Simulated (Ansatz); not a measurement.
A structure relaxed at r2SCAN/def2-SVP in Ansatz, charge -1, doublet:

```csv
atom,x (Å),y (Å),z (Å)
K1,-3.0593,-1.5537,4.7010
K2,-3.9497,-2.7974,0.3086
K3,4.0209,1.5097,2.6584
K4,-0.4302,0.2974,1.4673
K5,-3.1641,4.8833,-0.5507
K6,3.6485,-2.7409,1.0359
K7,1.1740,4.5926,0.5891
K8,0.8854,-0.0077,-5.6104
K9,0.0831,-2.9247,-1.9338
K10,0.0271,4.2554,-3.8471
K11,-5.0091,1.3973,1.5934
K12,-2.5653,0.7875,-2.4962
K13,2.7767,1.1073,-1.7543
K14,1.6298,-1.5404,5.1226
K15,4.3121,-2.7134,-3.6773
K16,-0.3802,-4.5522,2.3935
```

Give its formula.

K16⁻ (the lowest doublet isomer of a short search).

Summarise the bond lengths by kind (pairs closer than 1.2 times the sum of covalent radii, bridged metal pairs left out).

46 × K–K 4.44 to 4.85 Å.

The charge -1 doublet is spin-contaminated (final ⟨S²⟩ up to 2.32, 0.75 for a pure state). The structure comes from a short search, and lower isomers may exist.
